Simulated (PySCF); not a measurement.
A structure optimised at B3LYP-D3(BJ)/def2-SVP, used in a PySCF frequency run:

```xyz
7

O     -0.0764     3.4458     0.0000
C      0.1656     2.3080     0.0000
N      0.4892     1.1413     0.0000
Ge     0.0070    -0.5667     0.0000
F     -1.6967    -0.7447     0.0000
F      0.6244    -1.3648    -1.3798
F      0.6244    -1.3648     1.3798
```

Question: Write its SMILES, formula and point group.

Answer: O=C=[N][Ge]([F])([F])[F], CF3GeNO, Cs

Question: What are its rotational constants (standard atomic weights)?

Answer: 3.4705, 1.1262, 1.1238 GHz
